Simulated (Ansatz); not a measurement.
Gas-phase electronic energies from Ansatz, PBE0-D4/def2-TZVP geometries. CCSD(T)/CBS adds triple-zeta CCSD(T) − MP2 to the extrapolated MP2 energy (def2 sets, frozen cores). This one scheme is used for every species. DFT in def2-TZVPP. HSE06 is defined as in plane-wave codes. One conformer a species, not always the lowest.

Consider the ligand exchange at the Si–O bond: `C=C[SiH](C)O[SiH3]` + H₂S → `C=C[SiH](C)S` + `O[SiH3]`.

`C=C[SiH](C)O[SiH3]`:

Cartesian coordinates in Å:
```
C -1.950 -0.843 0.964
C -0.674 -1.175 1.135
Si 0.726 -0.368 0.221
C 1.876 0.518 1.381
O 0.110 0.716 -0.848
Si -0.479 0.906 -2.357
H -2.247 -0.067 0.264
H -2.755 -1.326 1.512
H -0.442 -1.963 1.853
H 1.480 -1.411 -0.535
H 1.346 1.309 1.917
H 2.289 -0.176 2.118
H 2.709 0.968 0.836
H -0.094 -0.244 -3.219
H -1.962 0.998 -2.309
H 0.067 2.159 -2.935
```

H₂S:

Z-matrix (Å, degrees):
```
S
H 1 1.341
H 1 1.341 2 92.3
```

`C=C[SiH](C)S`:

```xyz
13

C    -0.666   -2.037    0.812
C    -0.055   -1.253   -0.072
Si    0.215    0.559    0.224
C    -0.505    1.627   -1.124
S     2.314    1.016    0.237
H    -0.821   -3.099    0.640
H    -1.041   -1.646    1.755
H     0.309   -1.698   -0.998
H    -0.394    0.878    1.544
H    -0.073    1.371   -2.095
H    -1.586    1.482   -1.182
H    -0.310    2.684   -0.931
H     2.613    0.117    1.189
```

`O[SiH3]`:

Z-matrix (Å, degrees):
```
Si
O 1 1.648
H 1 1.489 2 111.7
H 1 1.489 2 111.7 3 120.9
H 1 1.481 2 105.9 3 -119.6
H 2 0.957 1 117.9 3 -60.5
```

(1) Is it downhill or uphill in electronic energy at CCSD(T)/CBS, and by how much? (An estimate is asked.)

(2) What do these levels give: HSE06-D4, HSE06, CCSD/def2-SVP, CCSD(T)/def2-SVP, SCS-MP2/def2-TZVPP, HF/def2-QZVPP? (An estimate is asked.)

Largest T1 diagnostic among the species: 0.011.

Answers

(1) Computed: Uphill: ΔE = +53.4 kJ/mol.

(2) Ansatz gave: HSE06-D4 43.2, HSE06 40.7, CCSD/def2-SVP 59.7, CCSD(T)/def2-SVP 57.8, SCS-MP2/def2-TZVPP 56.0, HF/def2-QZVPP 71.5 kJ/mol.

Leaving LDA and LC-ωPBE aside and taking each functional with its dispersion term where it has one, the values, not all of them listed here, spread over 25.7 kJ/mol, from PBE-D4 to BHLYP-D4. LDA lies +6.5 kJ/mol from PBE without D4. From BLYP to BHLYP (50 % exact exchange), in def2-TZVPP and without D4, ΔE moves by +11.5 kJ/mol. At CCSD(T), def2-SVP lies +4.5 kJ/mol from the extrapolated value and def2-TZVPP +2.3 kJ/mol.
